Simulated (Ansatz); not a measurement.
Reaction (cleavage of the Si–Al bond): `C[SiH2][Al]1[CH2][SiH2]1` + `S[SiH2][GaH2]` → `C[SiH2]S[SiH2][GaH2]` + `[CH2]1[AlH][SiH2]1`

Isolated molecules relaxed with PBE0-D4/def2-TZVP in Ansatz; ΔE leaves out vibrations. CCSD(T)/CBS is the MP2 limit (def2-TZVPP, def2-QZVPP) plus CCSD(T) − MP2 in def2-TZVPP, frozen cores. DFT in def2-TZVPP. For Ga outer-core shells are correlated without core-valence functions, which leaves a few kJ/mol of doubt a bond. Scalar relativity is left out up to krypton. Each species was taken in one conformer, which may not be the lowest.

| level | ΔE (kcal/mol) |
| --- | --- |
| r2SCAN-D4 | -13.4 |
| PBE0-D4 | -12.6 |
| PBE0 | -10.3 |
| MP2/def2-TZVPP | -16.5 |
| CCSD/def2-TZVPP | -13.0 |
| CCSD(T)/def2-TZVPP | -13.4 |
| HF/CBS(def2) | -11.6 |
| MP2/CBS(def2) | -17.8 |

(1) What does CCSD(T)/CBS give? (Estimate.)

Largest T1 diagnostic among the species: 0.013.

Answers

(1) Ansatz gave: -14.8 kcal/mol. The listed levels differ from it by 1.4, 2.2, 4.5, -1.7, 1.8, 1.4, 3.2, -3.0 kcal/mol.

The D4 term adds −4.4 kcal/mol with B3LYP and −2.4 kcal/mol with PBE0; it sums over pairs of atoms, weighted by their polarisabilities, and B3LYP, whose exchange is more repulsive, gets the larger term. In def2-TZVPP, CCSD(T) changes the Hartree–Fock value by −2.0 kcal/mol (the triples alone add −0.5 kcal/mol) and MP2 by −5.1 kcal/mol. From PBE to PBE0 (25 % exact exchange), in def2-TZVPP and without D4, ΔE moves by −1.6 kcal/mol.

B3LYP here is the variant with VWN-RPA as its local correlation; programs differ in this.
